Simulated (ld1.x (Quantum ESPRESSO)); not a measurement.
## Pseudopotential generation for Mg: TM, LDA (PZ), scalar-relativistic.

- Element: magnesium
- Generator: ld1.x (Quantum ESPRESSO) 7.5
- Type: norm-conserving Troullier–Martins (Kleinman–Bylander form)
- Functional: LDA (PZ)
- Relativity: scalar-relativistic
- Frozen core: [Ne]
- Valence charge: 2
- Reference configuration: 3s2 3p0
- Partial waves: 3s (bound): rc 1.90 bohr; 3p (bound, empty): rc 2.15 bohr
- Local potential: the p channel
- Core correction: Bessel-smoothed model core, default radius (core density twice the valence density)

- Cutoffs needed: 8 Ry and 21 Ry (the cutoffs (Ry, on a coarse ladder) from which the occupation-weighted sum of valence levels, in a spherical-Bessel basis at the reference potential, stays within 10 and 1 mRy of its value at 400 Ry)
- Ghost test: no extra level below or beside the all-electron valence levels (s, p, d, f tested) (spherical-Bessel basis up to 400 Ry, 20 bohr box)
- Largest excitation error: -7.1 meV (all-electron minus pseudo) for 3s0 3p2, out of 5 test configurations
